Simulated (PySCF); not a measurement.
C6H6, SMILES C(C)#CC=C=C.

Geometry optimised at PBE-D3(BJ)/def2-SVP.

Method: SMD-PBE0/6-31G* (PySCF).

Solvation free energies are E(SMD) − E(gas) at the gas-phase geometry, for 1 M in both phases. In vacuum the dipole moment is 0.45 D.

```csv
solvent,ΔG(solv) (kcal/mol),its non-electrostatic (CDS) part,dipole (D)
water,-0.8,4.7,0.56
"N,N-dimethylformamide",-4.8,0.6,0.56
dimethylsulfoxide,…,…,…
```

### Question
Fill in the missing entries. (An estimate is asked for; the answer gives what the named calculation found.)

### Answer

- dimethylsulfoxide, ΔG(solv) (kcal/mol): -3.9
- dimethylsulfoxide, its non-electrostatic (CDS) part: 1.6
- dimethylsulfoxide, dipole (D): 0.56
